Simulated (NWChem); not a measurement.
System: SF anion

Input file for NWChem:

```
start job
memory heap 200 mb stack 900 mb global 1100 mb
charge -1
geometry units angstroms noautoz
  F      0.000000     0.000000    -1.124567
  S      0.000000     0.000000     0.635976
end
basis spherical
  * library aug-pcseg-1
end
dft
  xc xtpss03 ctpss03
  iterations 150
  mulliken
end
task dft energy
```

Parts of the log:

```
             Northwest Computational Chemistry Package (NWChem) 7.3.0
             --------------------------------------------------------

 ORDER OF PRIMARY AXIS IS BEING SET TO 4
 C4V symmetry detected

                             Geometry "geometry" -> ""
                             -------------------------

 Output coordinates in angstroms (scale by  1.889725989 to convert to a.u.)

  No.       Tag          Charge          X              Y              Z
 ---- ---------------- ---------- -------------- -------------- --------------
    1 F                    9.0000     0.00000000     0.00000000    -1.12674752
    2 S                   16.0000     0.00000000     0.00000000     0.63379548

 Effective nuclear repulsion energy (a.u.)      43.2829665938

      Symmetry information
      --------------------

 Group name             C4v
 Group number             18
 Group order               8
 No. of unique centers     2

                                 NWChem DFT Module
                                 -----------------

 Summary of "ao basis" -> "ao basis" (spherical)
 ------------------------------------------------------------------------------
       Tag                 Description            Shells   Functions and Types
 ---------------- ------------------------------  ------  ---------------------
 F                        aug-pcseg-1                9       23   4s3p2d
 S                        aug-pcseg-1               11       27   5s4p2d

      Symmetry analysis of basis
      --------------------------

        a1         20
        a2          0
        b1          4
        b2          4
        e          22

            General Information
            -------------------
          SCF calculation type: DFT
          Wavefunction type:  closed shell.
          No. of atoms     :     2
          No. of electrons :    26
           Alpha electrons :    13
            Beta electrons :    13
          Charge           :    -1
          Spin multiplicity:     1
          Use of symmetry is: on ; symmetry adaption is: on
          Maximum number of iterations: 150
          AO basis - number of functions:    50
                     number of shells:    20
          Convergence on energy requested:  1.00D-06
          Convergence on density requested:  1.00D-05
          Convergence on gradient requested:  5.00D-04

              XC Information
              --------------
                  TPSS metaGGA Exchange Functional  1.000
             TPSS03 metaGGA Correlation Functional  1.000

             Grid Information
             ----------------
          Grid used for XC integration:  medium
          Radial quadrature: Mura-Knowles
          Angular quadrature: Lebedev.
          Tag              B.-S. Rad. Rad. Pts. Rad. Cut. Ang. Pts.
          ---              ---------- --------- --------- ---------
          F                   0.50       49          10.0       434
          S                   1.00       88          10.0       590
          Grid pruning is: on
          Number of quadrature shells:   137
          Spatial weights used:  Erf1

      Superposition of Atomic Density Guess
      -------------------------------------

 Sum of atomic energies:        -496.79354719

 Renormalizing density from      25.00 to     26

      Non-variational initial energy
      ------------------------------

 Total energy =    -508.387592
 1-e energy   =    -805.869893
 2-e energy   =     254.199335
 HOMO         =       0.130764
 LUMO         =       0.211478

      Symmetry analysis of molecular orbitals - initial
      -------------------------------------------------

 !! scf_movecs_sym_adapt:    8 vectors were symmetry contaminated

  Symmetry fudging

 !! scf_movecs_sym_adapt:    8 vectors were symmetry contaminated

  Numbering of irreducible representations:

     1 a1          2 a2          3 b1          4 b2          5 e

  Orbital symmetries:

     1 a1          2 a1          3 a1          4 a1          5 e
     6 e           7 a1          8 a1          9 e          10 e
    11 a1         12 e          13 e          14 a1         15 e
    16 e          17 a1         18 a1         19 a1         20 e
    21 e          22 b1         23 b2

     ---------------------------------------------
      Total Density - Mulliken Population Analysis
     ---------------------------------------------

    Atom       Charge   Shell Charges
 -----------   ------   -------------------------------------------------------
    1 F    9     9.34   2.00  0.89  1.04 -0.00  3.10  2.35 -0.04  0.00  0.01
    2 S   16    16.66   2.00  1.99  0.92  1.03  0.06  5.95  1.97  1.78  0.92  0.02  0.02

   convergence    iter        energy       DeltaE   RMS-Dens  Diis-err
 ---------------- ----- ----------------- --------- --------- ---------
 d= 0,ls=0.0,diis     1   -497.7492093027 -5.41D+02  6.08D-02  2.14D+00
 d= 0,ls=0.0,diis     2   -497.7263764157  2.28D-02  3.25D-02  2.10D+00
 d= 0,ls=0.0,diis     3   -498.0355597901 -3.09D-01  7.05D-03  8.21D-02
 d= 0,ls=0.0,diis     4   -498.0394231757 -3.86D-03  2.76D-03  5.60D-02
 d= 0,ls=0.0,diis     5   -498.0455401728 -6.12D-03  6.64D-04  1.20D-03
  Resetting Diis
 d= 0,ls=0.0,diis     6   -498.0457142340 -1.74D-04  1.26D-04  5.56D-05
 d= 0,ls=0.0,diis     7   -498.0457214711 -7.24D-06  3.70D-05  4.25D-07
 d= 0,ls=0.0,diis     8   -498.0457213652  1.06D-07  1.78D-05  1.44D-06
 d= 0,ls=0.0,diis     9   -498.0457215404 -1.75D-07  5.95D-06  6.09D-08

         Total DFT energy =     -498.045721540418
      One electron energy =     -782.239731206000
           Coulomb energy =      277.219877647991
    Exchange-Corr. energy =      -36.308834576214
 Nuclear repulsion energy =       43.282966593805

 Numeric. integr. density =       25.999996456164

                  Occupations of the irreducible representations
                  ----------------------------------------------

                     irrep           alpha         beta
                     --------     --------     --------
                     a1                7.0          7.0
                     a2                0.0          0.0
                     b1                0.0          0.0
                     b2                0.0          0.0
                     e                 6.0          6.0

                       DFT Final Molecular Orbital Analysis
                       ------------------------------------

 Vector   11  Occ=2.000000D+00  E=-1.366853D-01  Symmetry=e
              MO Center=  1.2D-16,  1.8D-16, -9.7D-01, r^2= 8.0D-01
   Bfn.  Coefficient  Atom+Function         Bfn.  Coefficient  Atom+Function
  ----- ------------  ---------------      ----- ------------  ---------------
     5      0.503725  1 F  px                 6     -0.386092  1 F  py
     8      0.332116  1 F  px                 9     -0.254558  1 F  py
    32      0.157303  2 S  px                33     -0.120568  2 S  py
    11      0.061962  1 F  px                29     -0.061417  2 S  px
    12     -0.047493  1 F  py                30      0.047075  2 S  py

 Vector   12  Occ=2.000000D+00  E= 3.458784D-02  Symmetry=e
              MO Center=  8.0D-15, -8.2D-15,  5.5D-01, r^2= 2.0D+00
   Bfn.  Coefficient  Atom+Function         Bfn.  Coefficient  Atom+Function
  ----- ------------  ---------------      ----- ------------  ---------------
    32      0.679149  2 S  px                35      0.380780  2 S  px
    29     -0.252051  2 S  px                 5     -0.241419  1 F  px
     8     -0.164507  1 F  px                33     -0.145022  2 S  py
    38      0.125097  2 S  px                36     -0.081310  2 S  py
    11     -0.078249  1 F  px                30      0.053822  2 S  py

 Vector   13  Occ=2.000000D+00  E= 3.458784D-02  Symmetry=e
              MO Center= -2.4D-15, -6.6D-15,  5.5D-01, r^2= 2.0D+00
   Bfn.  Coefficient  Atom+Function         Bfn.  Coefficient  Atom+Function
  ----- ------------  ---------------      ----- ------------  ---------------
    33      0.679149  2 S  py                36      0.380780  2 S  py
    30     -0.252051  2 S  py                 6     -0.241419  1 F  py
     9     -0.164507  1 F  py                32      0.145022  2 S  px
    39      0.125097  2 S  py                35      0.081310  2 S  px
    12     -0.078249  1 F  py                29     -0.053822  2 S  px

 Vector   14  Occ=0.000000D+00  E= 1.207668D-01  Symmetry=a1
              MO Center=  2.9D-14,  4.5D-14,  5.8D-01, r^2= 5.5D+00
   Bfn.  Coefficient  Atom+Function         Bfn.  Coefficient  Atom+Function
  ----- ------------  ---------------      ----- ------------  ---------------
    40      0.549083  2 S  pz                34      0.543043  2 S  pz
    37      0.393187  2 S  pz                 4      0.348940  1 F  s
    27     -0.295113  2 S  s                  7      0.286791  1 F  pz
    10      0.239023  1 F  pz                31     -0.190700  2 S  pz
     3      0.187333  1 F  s                 26     -0.159749  2 S  s

 Vector   15  Occ=0.000000D+00  E= 1.752001D-01  Symmetry=a1
              MO Center=  3.2D-15,  7.5D-14,  1.3D+00, r^2= 9.9D+00
   Bfn.  Coefficient  Atom+Function         Bfn.  Coefficient  Atom+Function
  ----- ------------  ---------------      ----- ------------  ---------------
    28      2.085517  2 S  s                  4     -1.614740  1 F  s
    37     -1.131130  2 S  pz                13     -0.917025  1 F  pz
    40      0.372550  2 S  pz                48      0.254851  2 S  d  0
    26     -0.182289  2 S  s                 34     -0.168801  2 S  pz
    25      0.099002  2 S  s                 27      0.088788  2 S  s

 Vector   16  Occ=0.000000D+00  E= 1.758072D-01  Symmetry=e
              MO Center= -1.0D-14, -7.4D-14,  8.1D-01, r^2= 1.4D+01
   Bfn.  Coefficient  Atom+Function         Bfn.  Coefficient  Atom+Function
  ----- ------------  ---------------      ----- ------------  ---------------
    39      1.287925  2 S  py                36     -0.421604  2 S  py
    12     -0.224765  1 F  py                33     -0.201228  2 S  py
    38      0.181423  2 S  px                30      0.079539  2 S  py
    47     -0.069272  2 S  d -1              35     -0.059389  2 S  px
    11     -0.031661  1 F  px                 9      0.031475  1 F  py

     ---------------------------------------------
      Total Density - Mulliken Population Analysis
     ---------------------------------------------

    Atom       Charge   Shell Charges
 -----------   ------   -------------------------------------------------------
    1 F    9     9.50   2.00  0.96  1.00  0.03  3.38  2.02  0.09  0.01  0.02
    2 S   16    16.50   2.00  1.99  1.23  0.73  0.04  5.98  2.97  1.25  0.23  0.05  0.01

     -------------------------------------------
      Total Density - Lowdin Population Analysis
     -------------------------------------------

    Atom       Charge   Shell Charges
 -----------   ------   -------------------------------------------------------
    1 F    9     9.82   1.99  0.93  0.78  0.17  3.27  2.01  0.40  0.01  0.27
    2 S   16    16.18   2.00  1.96  0.92  0.62  0.17  5.89  2.73  1.37  0.25  0.07  0.20

     Multipole analysis of the density
     ---------------------------------

     L   x y z        total         alpha         beta         nuclear
     -   - - -        -----         -----         ----         -------
     0   0 0 0     -1.000000    -13.000000    -13.000000     25.000000

     1   1 0 0     -0.000000     -0.000000     -0.000000      0.000000
     1   0 1 0     -0.000000     -0.000000     -0.000000      0.000000
     1   0 0 1     -0.436743     -0.218372     -0.218372     -0.000000

     2   2 0 0    -18.502966     -9.251483     -9.251483      0.000000
     2   1 1 0      0.000000      0.000000      0.000000      0.000000
     2   1 0 1      0.000000      0.000000      0.000000      0.000000
     2   0 2 0    -18.502966     -9.251483     -9.251483      0.000000
     2   0 1 1      0.000000      0.000000      0.000000      0.000000
     2   0 0 2    -18.467729    -41.111304    -41.111304     63.754879
```

Level: TPSS/aug-pcseg-1. Structure relaxed at the B3LYP/def2-SVPD level. The highest occupied level is positive, so the extra electron may be held by the finite basis.
